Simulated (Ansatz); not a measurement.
Ansatz results at the PBE0-D4/def2-TZVP geometry: size of the dipole moment (ωB97M-V/def2-TZVPP) 2.73 D; HOMO energy (B3LYP/def2-TZVPP) -7.17 eV; HOMO–LUMO gap (PBE/def2-TZVPP) 4.37 eV.

(1) Which molecule gave them?
A. `ClC1C[SiH2]O1`
B. `C=C[SiH](O)Cl`
C. `CC1(Cl)O[SiH2]1`
D. `C=C([SiH3])[SeH]`

## Answers

(1) C. The others give `ClC1C[SiH2]O1`: 2.75, -7.93, 5.45; `C=C[SiH](O)Cl`: 2.05, -8.11, 5.36; `C=C([SiH3])[SeH]`: 0.63, -6.34, 3.91.

B3LYP here is the variant with VWN-RPA as its local correlation; programs differ in this.
